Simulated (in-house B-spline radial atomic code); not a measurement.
Configurations of Tm, with energies counted from [Xe] 4f13 6s2. Level of theory: scalar-relativistic (X2C) PBE, spin-polarised, spherical fractional occupations, Fermi nucleus of rms radius 5.2256 fm; calculated with an all-electron radial atomic-structure program (B-spline basis). Shells without spins written out take the highest spin.

Occupations are held fixed; configurations that lie above the ionisation limit could autoionise.

| configuration | E - E(ref) (eV) | highest orbital | its <r> (bohr) |
| --- | --- | --- | --- |
| [Xe] 4f12 5d1 6s2 | 4.0993 | 5d up | 2.83 |
| [Xe] 4f13 6s1 6f1 | 5.5453 | 6f up | 27.44 |
| [Xe] 4f12 6s2 7d1 | 8.7519 | 7d up | 19.5 |
| [Kr] 4d10 4f13 5s2 5p5 6s2 6p1 | 27.649 | 6p up | 4.829 |
| [Kr] 4d10 4f(6 up, 7 down) 5s2 5p(2 up, 3 down) 6s2 6d(1 up, 0 down) | 30.491 | 6d up | 10.68 |
| [Kr] 4d9 4f13 5s2 5p6 6s2 7d1 | 177.8 | 7d up | 19.51 |

**Question.** Order these further configurations by energy, lowest first.
A. [Kr] 4d10 4f13 5s2 5p5 6s2 7d1
B. [Xe] 4f(6 up, 7 down) 6s(0 up, 1 down) 7d(0 up, 1 down)
C. [Kr] 4d10 4f(7 up, 6 down) 5s2 5p(3 up, 2 down) 6s2 6f(0 up, 1 down)
D. [Kr] 4d9 4f13 5s2 5p6 6s2 6d1
E. [Xe] 4f13 5d1 6s1

**Answer.** E (2.5866 eV), B (5.2602 eV), A (31.069 eV), C (31.409 eV), D (177.21 eV).

**Question.** How far above the reference does [Kr] 4d10 4f13 5s2 5p5 5d1 6s2 lie?

**Answer.** 26.343 eV; its least bound orbital is 5d up with <r> = 2.823 bohr.

**Question.** How far above the reference does [Kr] 4d9 4f13 5s2 5p6 5d1 6s2 lie?

**Answer.** 173.18 eV; its least bound orbital is 5d up with <r> = 2.838 bohr.
